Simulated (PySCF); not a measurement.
**Correlation energy of F²⁺ (fluorine, charge +2)**

[He] 2s2 2p3, high-spin 4S determinant. All numbers are calculated (PySCF 2.14, the spin-free X2C one-electron Hamiltonian (Gaussian nucleus), in x2c-TZVPall). Frozen: 1s2; 5 electrons correlated.

MP2 pair energies summed by pair of shells (mhartree):

```
 pair  energy  share (%)
2s-2p  -64.66       66.6
2p-2p  -23.04       23.7
2s-2s   -9.45        9.7
```

Total MP2 correlation energy: -97.14 mhartree.

Same-spin part -27.99 and opposite-spin part -69.15 mhartree; SCS-MP2 scales them by 1/3 and 6/5 to -92.31 mhartree.

| level | correlation energy (mhartree) |
| --- | --- |
| CCSD | -111.42 |
| (T) | -1.13 |
| CCSD(T) | -112.55 |

Diagnostics: T1 = 0.0028, D1 = 0.0061, largest double amplitude 0.033.

**Question.** Is a single reference adequate?

**Answer.** Yes: T1 lies below 0.03 and no double amplitude reaches 0.07.
